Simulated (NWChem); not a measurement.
System: C₂H₄Br₂; SMILES CC(Br)Br

Here is an NWChem input.

```
start job
memory heap 200 mb stack 900 mb global 1100 mb
geometry units angstroms
  C     -2.027910    -0.193948     0.000000
  C     -0.666818     0.451501     0.000000
  Br     0.330629    -0.015383    -1.600487
  Br     0.330629    -0.015383     1.600487
  H     -1.943082    -1.289563     0.000000
  H     -2.586697     0.117636    -0.895356
  H     -2.586697     0.117636     0.895356
  H     -0.716416     1.545861     0.000000
end
basis spherical
  * library 6-31g*
end
dft
  xc hfexch
  iterations 150
end
driver
  maxiter 120
end
task dft optimize
task dft freq
```

Output (shortened):

```
             Northwest Computational Chemistry Package (NWChem) 7.3.0
             --------------------------------------------------------

 CS  symmetry detected

                             Geometry "geometry" -> ""
                             -------------------------

 Output coordinates in angstroms (scale by  1.889725989 to convert to a.u.)

  No.       Tag          Charge          X              Y              Z
 ---- ---------------- ---------- -------------- -------------- --------------
    1 C                    6.0000    -2.02032191    -0.18016919     0.00000000
    2 C                    6.0000    -0.65136078     0.44841752     0.00000000
    3 Br                  35.0000     0.34024288    -0.03075193     1.60048700
    4 Br                  35.0000     0.34024288    -0.03075193    -1.60048700
    5 H                    1.0000    -1.94903409    -1.27674845     0.00000000
    6 H                    1.0000    -2.57521740     0.13829351     0.89535600
    7 H                    1.0000    -2.57521740     0.13829351    -0.89535600
    8 H                    1.0000    -0.68743679     1.54330669     0.00000000

 Effective nuclear repulsion energy (a.u.)     475.3965787221

      Symmetry information
      --------------------

 Group name             Cs
 Group number              2
 Group order               2
 No. of unique centers     6

                                Z-matrix (autoz)
                                --------

 Units are Angstrom for bonds and degrees for angles

      Type          Name      I     J     K     L     M      Value
      ----------- --------  ----- ----- ----- ----- ----- ----------
    1 Stretch                  1     2                       1.50638
    2 Stretch                  1     5                       1.09889
    3 Stretch                  1     6                       1.10045
    4 Stretch                  1     7                       1.10045
    5 Stretch                  2     3                       1.94279
    6 Stretch                  2     4                       1.94279
    7 Stretch                  2     8                       1.09548
    8 Bend                     1     2     3               111.15684
    9 Bend                     1     2     4               111.15684
   10 Bend                     1     2     8               112.77601
   11 Bend                     2     1     5               110.94367
   12 Bend                     2     1     6               109.72380
   13 Bend                     2     1     7               109.72380
   14 Bend                     3     2     4               110.93561
   15 Bend                     3     2     8               105.26681
   16 Bend                     4     2     8               105.26681
   17 Bend                     5     1     6               108.75337
   18 Bend                     5     1     7               108.75337
   19 Bend                     6     1     7               108.90371
   20 Torsion                  3     2     1     5         -62.04904
   21 Torsion                  3     2     1     6          58.14381
   22 Torsion                  3     2     1     7         177.75811
   23 Torsion                  4     2     1     5          62.04904
   24 Torsion                  4     2     1     6        -177.75811
   25 Torsion                  4     2     1     7         -58.14381
   26 Torsion                  5     1     2     8         180.00000
   27 Torsion                  6     1     2     8         -59.80715
   28 Torsion                  7     1     2     8          59.80715

  xc_inp: hfexch multiplicative factor not found.

                           NWChem Geometry Optimization
                           ----------------------------

[...]

      ----------------------
      Optimization converged
      ----------------------

  Step       Energy      Delta E   Gmax     Grms     Xrms     Xmax
  ---- ---------------- -------- -------- -------- -------- --------
@    3   -5222.26186782 -7.7D-07  0.00004  0.00002  0.00040  0.00097
                                     ok       ok       ok       ok

                                Z-matrix (autoz)
                                --------

 Units are Angstrom for bonds and degrees for angles

      Type          Name      I     J     K     L     M      Value     Gradient
      ----------- --------  ----- ----- ----- ----- ----- ---------- ----------
    1 Stretch                  1     2                       1.51609   -0.00003
    2 Stretch                  1     5                       1.08155    0.00004
    3 Stretch                  1     6                       1.08376    0.00004
    4 Stretch                  1     7                       1.08376    0.00004
    5 Stretch                  2     3                       1.94706   -0.00003
    6 Stretch                  2     4                       1.94706   -0.00003
    7 Stretch                  2     8                       1.07310    0.00003
    8 Bend                     1     2     3               111.11447    0.00001
    9 Bend                     1     2     4               111.11447    0.00001
   10 Bend                     1     2     8               112.32772   -0.00000
   11 Bend                     2     1     5               111.05463    0.00001
   12 Bend                     2     1     6               109.48284    0.00001
   13 Bend                     2     1     7               109.48284    0.00001
   14 Bend                     3     2     4               111.02319   -0.00000
   15 Bend                     3     2     8               105.50170   -0.00001
   16 Bend                     4     2     8               105.50170   -0.00001
   17 Bend                     5     1     6               108.90679   -0.00002
   18 Bend                     5     1     7               108.90679   -0.00002
   19 Bend                     6     1     7               108.97323    0.00001
   20 Torsion                  3     2     1     5         -62.07493   -0.00001
   21 Torsion                  3     2     1     6          58.22253   -0.00002
   22 Torsion                  3     2     1     7         177.62761    0.00001
   23 Torsion                  4     2     1     5          62.07493    0.00001
   24 Torsion                  4     2     1     6        -177.62761   -0.00001
   25 Torsion                  4     2     1     7         -58.22253    0.00002
   26 Torsion                  5     1     2     8         180.00000    0.00000
   27 Torsion                  6     1     2     8         -59.70254   -0.00001
   28 Torsion                  7     1     2     8          59.70254    0.00001

[...]

 Rotational Constants
 --------------------
 A=   0.174469 cm-1  (  0.251017 K)
 B=   0.040121 cm-1  (  0.057724 K)
 C=   0.033521 cm-1  (  0.048228 K)

 Temperature                      =   298.15K
 frequency scaling parameter      =   1.0000

 Zero-Point correction to Energy  =   38.042 kcal/mol  (  0.060624 au)
 Thermal correction to Energy     =   41.180 kcal/mol  (  0.065624 au)
 Thermal correction to Enthalpy   =   41.772 kcal/mol  (  0.066568 au)

 Total Entropy                    =   77.220 cal/mol-K
   - Translational                =   41.579 cal/mol-K (mol. weight = 187.8643)
   - Rotational                   =   28.309 cal/mol-K (symmetry #  =        1)
   - Vibrational                  =    7.333 cal/mol-K

 Cv (constant volume heat capacity) =   15.801 cal/mol-K
   - Translational                  =    2.979 cal/mol-K
   - Rotational                     =    2.979 cal/mol-K
   - Vibrational                    =    9.842 cal/mol-K

[normal modes left out]

 ----------------------------------------------------------------------------
 Normal Eigenvalue ||           Projected Infra Red Intensities
  Mode   [cm**-1]  || [atomic units] [(debye/angs)**2] [(KM/mol)] [arbitrary]
 ------ ---------- || -------------- ----------------- ---------- -----------
    1       -0.000 ||    0.000197           0.005         0.192       0.142
    2       -0.000 ||    0.000195           0.005         0.191       0.141
    3       -0.000 ||    0.000006           0.000         0.006       0.004
    4       -0.000 ||    0.000162           0.004         0.158       0.117
    5        0.000 ||    0.000162           0.004         0.158       0.117
    6        0.000 ||    0.002013           0.046         1.963       1.449
    7      184.085 ||    0.000141           0.003         0.137       0.101
    8      277.486 ||    0.000660           0.015         0.644       0.475
    9      308.392 ||    0.000683           0.016         0.666       0.492
   10      365.633 ||    0.003940           0.091         3.841       2.836
   11      589.096 ||    0.008377           0.193         8.166       6.030
   12      676.226 ||    0.105747           2.440       103.088      76.120
   13     1055.337 ||    0.005328           0.123         5.194       3.835
   14     1175.902 ||    0.033021           0.762        32.191      23.770
   15     1181.137 ||    0.000339           0.008         0.330       0.244
   16     1341.403 ||    0.106253           2.451       103.581      76.484
   17     1423.482 ||    0.019215           0.443        18.732      13.832
   18     1570.056 ||    0.002762           0.064         2.693       1.988
   19     1628.520 ||    0.006730           0.155         6.561       4.845
   20     1631.991 ||    0.000909           0.021         0.886       0.654
   21     3223.076 ||    0.014159           0.327        13.803      10.192
   22     3294.509 ||    0.011547           0.266        11.257       8.312
   23     3314.807 ||    0.007777           0.179         7.581       5.598
   24     3382.315 ||    0.003087           0.071         3.010       2.222
 ----------------------------------------------------------------------------
```

Level: Hartree-Fock/6-31G* (spherical d). This build's default masses of Se (78.918 u) and Br (79.917 u) are each other's, which moves their modes by up to 0.6 %.
